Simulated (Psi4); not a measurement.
disilane (H6Si2), singlet, at a GFN2-xTB geometry; CAM-B3LYP/6-311G** (Psi4).

Input for Psi4:
```
memory 2 GB

molecule mol {
0 1
Si    0.015213   -0.006105    1.152508
Si   -0.015213    0.006105   -1.152508
H     0.043456    1.344929    1.720635
H    -1.160314   -0.668120    1.725860
H     1.184723   -0.704045    1.694715
H    -0.014161   -1.345061   -1.721022
H    -1.199486    0.678738   -1.694654
H     1.145782    0.693558   -1.725534
}

set {
  basis 6-311g**
  reference rks
  scf_type pk
  puream true
  d_convergence 1e-8
  dft_radial_points 99
  dft_spherical_points 590
}

energy('cam-b3lyp')
print_variables()
```

Q: Predict the main parts of the log of this Psi4 run.

A: 
```
   => Loading Basis Set <=

    Name: 6-311G**
    Role: ORBITAL
    Keyword: BASIS

         ---------------------------------------------------------
                                   SCF
               by Justin Turney, Rob Parrish, Andy Simmonett
                          and Daniel G. A. Smith
                              RKS Reference
         ---------------------------------------------------------

  ==> Geometry <==

    Molecular point group: c1
    Full point group: C1

    Geometry (in Angstrom), charge = 0, multiplicity = 1:

       Center              X                  Y                   Z               Mass
    ------------   -----------------  -----------------  -----------------  -----------------
         SI           0.015213000000    -0.006104983745     1.152508000000    27.976926534650
         SI          -0.015213000000     0.006105016255    -1.152508000000    27.976926534650
         H            0.043456000000     1.344929016255     1.720635000000     1.007825032230
         H           -1.160314000000    -0.668119983745     1.725860000000     1.007825032230
         H            1.184723000000    -0.704044983745     1.694715000000     1.007825032230
         H           -0.014161000000    -1.345060983745    -1.721022000000     1.007825032230
         H           -1.199486000000     0.678738016255    -1.694654000000     1.007825032230
         H            1.145782000000     0.693558016255    -1.725534000000     1.007825032230

  Running in c1 symmetry.

  Rotational constants: A =      1.52021  B =      0.17264  C =      0.17264 [cm^-1]
  Rotational constants: A =  45574.76385  B =   5175.70557  C =   5175.70543 [MHz]
  Nuclear repulsion =   91.915259735094722

  Charge       = 0
  Multiplicity = 1
  Electrons    = 34
  Nalpha       = 17
  Nbeta        = 17

  ==> Algorithm <==

  SCF Algorithm Type is PK.
  DIIS enabled.
  MOM disabled.
  Fractional occupation disabled.
  Guess Type is SAD.
  Energy threshold   = 1.00e-06
  Density threshold  = 1.00e-08
  Integral threshold = 1.00e-12

  ==> Primary Basis <==

  Basis Set: 6-311G**
    Blend: 6-311G**
    Number of shells: 48
    Number of basis functions: 88
    Number of Cartesian functions: 90
    Spherical Harmonics?: true
    Max angular momentum: 2

  ==> DFT Potential <==

   => LibXC <=

    Version 7.1.2
    S. Lehtola, C. Steigemann, M. J. T. Oliveira, and M. A. L. Marques,  SoftwareX 7, 1–5 (2018) (10.1016/j.softx.2017.11.002)

   => Composite Functional: CAM-B3LYP <=

    CAM-B3LYP Hyb-GGA Exchange-Correlation Functional

    T. Yanai, D. P. Tew, and N. C. Handy,  Chem. Phys. Lett. 393, 51 (2004) (10.1016/j.cplett.2004.06.011)

    Deriv               =              1
    GGA                 =           TRUE
    Meta                =          FALSE

    Exchange Hybrid     =           TRUE
    MP2 Hybrid          =          FALSE

   => Exchange Functionals <=

    0.3500         Becke 88 [omega = 0.3300]
    0.4600   Short-range recipe for B88 functional - erf [omega = 0.3300]

   => Exact (HF) Exchange <=

    0.4600            HF,LR [omega = 0.3300]
    0.1900               HF

   => Correlation Functionals <=

    0.1900   Vosko, Wilk & Nusair (VWN5)
    0.8100   Lee, Yang & Parr

   => LibXC Density Thresholds  <==

    XC_HYB_GGA_XC_CAM_B3LYP:  1.00E-14

   => Molecular Quadrature <=

    Radial Scheme          =       TREUTLER
    Pruning Scheme         =           NONE
    Nuclear Scheme         =       TREUTLER

    Blocking Scheme        =         OCTREE
    BS radius alpha        =              1
    Pruning alpha          =              1
    Radial Points          =             99
    Spherical Points       =            590
    Total Points           =         445511
    Total Blocks           =           3190
    Max Points             =            256
    Max Functions          =             87
    Weights Tolerance      =       1.00E-15

  ==> Integral Setup <==

  Using in-core PK algorithm.
[...]
      Number of basis functions:        88

      Integral cutoff                 1.00e-12
      Number of threads:                 1

  Performing in-core PK
  Using 23008458 doubles for integral storage.
  We computed 589766 shell quartets total.
  Whereas there are 692076 unique shell quartets.

  Computing range-separated integrals for PK
  We computed 589766 wK shell quartets total.
  Whereas there are 692076 wK unique shell quartets.

  ==> DiskJK: Disk-Based J/K Matrices <==

    J tasked:                  Yes
    K tasked:                  Yes
    wK tasked:                 Yes
    Omega:               3.300E-01
    Schwarz Cutoff:          1E-12

  Minimum eigenvalue in the overlap matrix is 8.0265808447E-03.
  Reciprocal condition number of the overlap matrix is 1.5491055476E-03.
    Using symmetric orthogonalization.

  ==> Pre-Iterations <==

  SCF Guess: Superposition of Atomic Densities via on-the-fly atomic UHF (no occupation information).

   -------------------------
    Irrep   Nso     Nmo
   -------------------------
     A         88      88
   -------------------------
    Total      88      88
   -------------------------

  ==> Iterations <==

                        Total Energy        Delta E     RMS |[F,P]|

   @RKS iter SAD:  -582.07259669173993   -5.82073e+02   0.00000e+00
   @RKS iter   1:  -582.54458115499472   -4.71984e-01   4.75721e-03 ADIIS/DIIS
   @RKS iter   2:  -582.57954947646022   -3.49683e-02   2.72044e-03 ADIIS/DIIS
   @RKS iter   3:  -582.59111993845511   -1.15705e-02   1.18307e-04 ADIIS/DIIS
   @RKS iter   4:  -582.59125112141896   -1.31183e-04   3.12401e-05 DIIS
   @RKS iter   5:  -582.59126031810933   -9.19669e-06   5.35822e-06 DIIS
   @RKS iter   6:  -582.59126059338166   -2.75272e-07   1.40873e-06 DIIS
   @RKS iter   7:  -582.59126060644837   -1.30667e-08   9.80644e-08 DIIS
   @RKS iter   8:  -582.59126060654205   -9.36780e-11   1.05176e-08 DIIS
   @RKS iter   9:  -582.59126060654353   -1.47793e-12   7.72386e-10 DIIS
  Energy and wave function converged.

  ==> Post-Iterations <==

   Electrons on quadrature grid:
      Ntotal   =   34.0000000183 ; deviation = 1.832e-08

    Orbital Energies [Eh]
    ---------------------

    Doubly Occupied:

[...]
    Virtual:

[...]
    Final Occupation by Irrep:
              A
    DOCC [    17 ]
    NA   [    17 ]
    NB   [    17 ]

  @RKS Final Energy:  -582.59126060654353

   => Energetics <=

    Nuclear Repulsion Energy =             91.9152597350947218
    One-Electron Energy =                -989.0714980666593874
    Two-Electron Energy =                 347.8320865097170440
    DFT Exchange-Correlation Energy =     -33.2671087846960631
    Empirical Dispersion Energy =           0.0000000000000000
    VV10 Nonlocal Energy =                  0.0000000000000000
    Total Energy =                       -582.5912606065437558

Computation Completed

Properties will be evaluated at   0.000000,   0.000000,   0.000000 [a0]

Properties computed using the SCF density matrix

 Multipole Moments:

 ------------------------------------------------------------------------------------
     Multipole            Electronic (a.u.)      Nuclear  (a.u.)        Total (a.u.)
 ------------------------------------------------------------------------------------

 L = 1.  Multiply by 2.5417464519 to convert [e a0] to [Debye]
 Dipole X            :         -0.0000001            0.0000000           -0.0000001
 Dipole Y            :          0.0000012           -0.0000008            0.0000004
 Dipole Z            :         -0.0000001           -0.0000000           -0.0000001
 Magnitude           :                                                    0.0000004

 ------------------------------------------------------------------------------------

  Variable Map:
  ----------------------------------------------------------------------------
[...]
  Array Variable Map:
  ----------------------------------------------------------------------------
[...]
[...]
```
